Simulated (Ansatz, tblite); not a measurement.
Forces on SeCl2 at its PBE0-D4/def2-TZVP geometry. The state is a singlet with charge 0.

The xTB rows come from tblite.

GFN1-xTB (tblite), largest force 0.13 eV/Å:

```xyz
3
positions Å, forces eV/Å
Se    0.629   -0.094   -0.645    0.037   -0.006   -0.038
Cl    0.826    0.703    1.339    0.066    0.051    0.094
Cl   -1.454   -0.610   -0.695   -0.102   -0.046   -0.056
```

GFN2-xTB (tblite), largest force 0.18 eV/Å:

```
Se -0.078 0.012 0.080
Cl -0.079 -0.074 -0.146
Cl 0.158 0.063 0.066
```

PBE-D4/def2-TZVP (Ansatz), largest force 0.53 eV/Å:

```
Se 0.369 -0.055 -0.379
Cl 0.092 0.187 0.436
Cl -0.461 -0.132 -0.057
```
